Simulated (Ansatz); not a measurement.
`C[NH][SnH2][SiH3]` + `CCSS` → `CCSS[SiH3]` + `C[NH][SnH3]`  (cleavage of the Si–Sn bond)

Program: Ansatz. Geometries: PBE0-D4/def2-TZVP. ΔE: electronic, gas phase. CCSD(T)/CBS is the MP2 limit (def2-TZVPP, def2-QZVPP) plus CCSD(T) − MP2 in def2-TZVPP, frozen cores. DFT in def2-TZVPP. def2 core potentials past Kr. For Sn outer-core shells are correlated without core-valence functions, which leaves a few kJ/mol of doubt a bond. One conformer a species, not always the lowest.

`C[NH][SnH2][SiH3]`:

Z-matrix (Å, degrees):
```
C
N 1 1.451
H 1 1.095 2 110.2
H 1 1.094 2 109.6 3 117.1
H 1 1.101 2 115.3 3 -121.8
Sn 2 2.035 1 117.9 3 -171.4
H 2 1.011 1 110.9 3 57.6
Si 6 2.578 2 112.4 1 -55.5
H 6 1.710 2 104.8 1 65.0
H 6 1.709 2 105.5 1 -177.9
H 8 1.488 6 110.2 2 -63.2
H 8 1.488 6 111.1 2 176.5
H 8 1.488 6 110.1 2 56.3
```

`CCSS`:

```xyz
10

C     0.159    0.221   -1.081
C    -0.863   -0.330   -0.113
S    -0.744    0.347    1.564
S     1.022   -0.401    2.249
H     0.011   -0.205   -2.077
H     0.085    1.308   -1.156
H     1.171   -0.033   -0.759
H    -1.882   -0.064   -0.415
H    -0.813   -1.418   -0.047
H     1.855    0.575    1.835
```

`CCSS[SiH3]`:

Cartesian coordinates in Å:
```
C -0.584 0.635 2.018
C -0.210 -0.569 1.184
S -1.244 -0.810 -0.283
S -0.786 0.842 -1.428
Si 0.814 -0.079 -2.510
H 0.068 0.710 2.892
H -1.618 0.569 2.362
H -0.475 1.554 1.438
H -0.351 -1.501 1.741
H 0.835 -0.535 0.867
H 1.386 0.961 -3.406
H 1.857 -0.555 -1.566
H 0.307 -1.221 -3.309
```

`C[NH][SnH3]`:

Z-matrix (Å, degrees):
```
C
N 1 1.451
H 1 1.094 2 109.7
H 1 1.095 2 110.3 3 -117.1
H 1 1.101 2 115.2 3 121.0
Sn 2 2.028 1 118.3 3 -54.0
H 2 1.011 1 111.0 3 174.0
H 6 1.718 2 112.2 1 -55.0
H 6 1.705 2 106.4 1 -176.1
H 6 1.706 2 105.8 1 64.1
```

(1) Is it downhill or uphill in electronic energy at CCSD(T)/CBS, and by how much? (Estimate.)

(2) What do these levels give: B2PLYP, CCSD/def2-TZVPP, MP2/def2-QZVPP, HF/CBS(def2), MP2/CBS(def2), CCSD/CBS(def2)? (Best estimate.)

Largest T1 diagnostic among the species: 0.013.

## Answers

(1) Computed: Downhill: ΔE = -28.5 kJ/mol.

(2) Ansatz gave: B2PLYP -29.0, CCSD/def2-TZVPP -28.8, MP2/def2-QZVPP -34.8, HF/CBS(def2) -33.3, MP2/CBS(def2) -34.2, CCSD/CBS(def2) -27.5 kJ/mol.

The D4 term adds −4.6 kJ/mol with B3LYP and −2.2 kJ/mol with PBE0; it sums over pairs of atoms, weighted by their polarisabilities, and B3LYP, whose exchange is more repulsive, gets the larger term. From PBE to PBE0 (25 % exact exchange), in def2-TZVPP and without D4, ΔE moves by −3.4 kJ/mol.

B3LYP here is the variant with VWN-RPA as its local correlation; programs differ in this.
